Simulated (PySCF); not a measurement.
**ZnCl⁺ from Hartree–Fock to correlated methods**

State: ¹Σ⁺ (singlet), closed shell. Set-up: basis Zn def2-TZVPPD, Cl def2-TZVPPD; no relativity; PySCF 2.14. De refers to Zn⁺ + Cl in their high-spin ground configurations, without counterpoise correction. A positive dipole points towards Cl; it is taken about the centre of mass and depends on that origin.

```csv
Level,Re (Å),ωe (cm⁻¹),De (eV),μ (D),"CPU s a point (SCF and correlation, without the integrals)"
RHF,2.075,481,1.32,-6.91,1
RHF-MP2,2.043,481,2.59,n/a,1.6
RHF-SCS-MP2,2.055,472,2.49,n/a,n/a
RHF-CCSD,2.063,468,2.35,n/a,n/a
RHF-CCSD(T),2.064,461,2.50,n/a,44
PBE,2.066,445,2.78,-4.68,1.3
PBEsol,2.045,461,3.03,-4.63,0.87
BP86,2.066,444,2.72,-4.63,0.85
TPSS,2.061,451,2.71,-4.95,1.5
r²SCAN,2.045,470,2.69,-5.11,1.5
TPSSh,2.057,459,2.64,-5.19,2.5
PBE0,2.053,467,2.58,-5.34,4.6
r²SCAN0,2.042,481,2.51,-5.58,2.6
ωB97X-V,2.047,482,2.63,-5.70,7
```

Problem. Which functional lies closest to RHF-CCSD(T) in De, which farthest, and by how much do they differ from it?

Solution. Closest is r²SCAN0 (-2.2 pm in Re, +4.3 % in ωe, +0.01 eV in De against RHF-CCSD(T) in the same basis), farthest PBEsol (-1.9 pm in Re, +0.0 % in ωe, +0.53 eV in De). CCSD(T) converges more slowly with the basis than the functionals do and binds too weakly in this one, so the order can change at the basis-set limit.

Problem. What does a quarter of exact exchange do here, going from PBE to PBE0?

Solution. PBE0 less PBE: -1.3 pm in Re, +4.9 % in ωe, -0.20 eV in De. Exact exchange removes part of the self-interaction that spreads semilocal densities, and in most molecules shortens and stiffens the bond and lowers De; so it does here.

Problem. What does a quarter of exact exchange do here, going from r²SCAN to r²SCAN0?

Solution. r²SCAN0 less r²SCAN: -0.3 pm in Re, +2.3 % in ωe, -0.18 eV in De. Exact exchange removes part of the self-interaction that spreads semilocal densities, and in most molecules shortens and stiffens the bond and lowers De; so it does here.

Correlated steps freeze 10 core orbitals. For an ion De counts to the pair picked by the measured ionisation energies or electron affinities, which need not be the lowest pair at this level. Where the molecule has an RHF reference, its open-shell atoms are computed with UHF.

The whole job (state search and all levels along the bond) took about 6.6 min on 2 threads of Intel Xeon 6975P-C (shared host), peak memory 5.5 GiB.
